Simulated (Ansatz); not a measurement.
`F[Si](F)(F)I` + CH₃OH → `CO[Si](F)(F)F` + HI at 298.15 K and 1 bar (ligand exchange at the Si–I bond).

Computed with Ansatz on PBE0-D4/def2-TZVP structures; ΔE is electronic, products minus reactants. CCSD(T)/CBS is the MP2 limit (def2-TZVPP, def2-QZVPP) plus CCSD(T) − MP2 in def2-TZVPP, frozen cores. This one scheme is used for every species. Elements past krypton have def2 core potentials. For I outer-core shells are correlated without core-valence functions, which leaves a few kJ/mol of doubt a bond. Each species was taken in one conformer, which may not be the lowest.

```
        species  CCSD(T)/CBS energy (Eh)  H − E (kJ/mol)  S (J/(mol·K))
 `F[Si](F)(F)I`               -886.14639            44.7          328.6
          CH₃OH               -115.61712           146.3          238.2
`CO[Si](F)(F)F`               -703.74509           159.4          360.1
             HI               -298.03592            22.7          206.5
```

H − E and S are ideal-gas, rigid-rotor, harmonic terms from PBE0-D4/def2-TZVP, for one conformer and one mirror image of each species. 1 Eh = 2625.50 kJ/mol, R = 8.31446 J/(mol·K).

**Question.** By hand: ΔE, ΔH, ΔS and ΔG.

**Answer.** ΔE = (-703.74509) + (-298.03592) − (-886.14639) − (-115.61712) = -0.01750 Eh = -45.9 kJ/mol. Δ(H − E) = 159.4 + 22.7 − 44.7 − 146.3 = -8.9, so ΔH = -54.8 kJ/mol. ΔS = 360.1 + 206.5 − 328.6 − 238.2 = -0.2 J/(mol·K). ΔG = -54.8 − 298.15 × (-0.2)/1000 = -54.7 kJ/mol.

**Question.** By hand: the equilibrium constant, and the temperature at which ΔG would vanish if ΔH and ΔS stayed fixed.

**Answer.** log₁₀ K = −ΔG/(RT ln 10) = 9.6. ΔG = 0 at ΔH/ΔS = 274000 K, far beyond where these terms or the molecules hold.

The number of gas molecules stays the same, so ΔS is small and ΔH decides. A doubt of 5 kJ/mol in ΔE shifts log₁₀ K by 0.9 here. Other conformers and mirror images would add mixing entropy, several J/(mol·K) or more a flexible species. Modes under 60 cm⁻¹, often nearly free rotors, make the harmonic entropy too high. These are equilibria of isolated gas molecules and say nothing of rates. Largest T1 diagnostic: 0.011 (customary marks: 0.02 for closed shells, 0.045 for open ones).
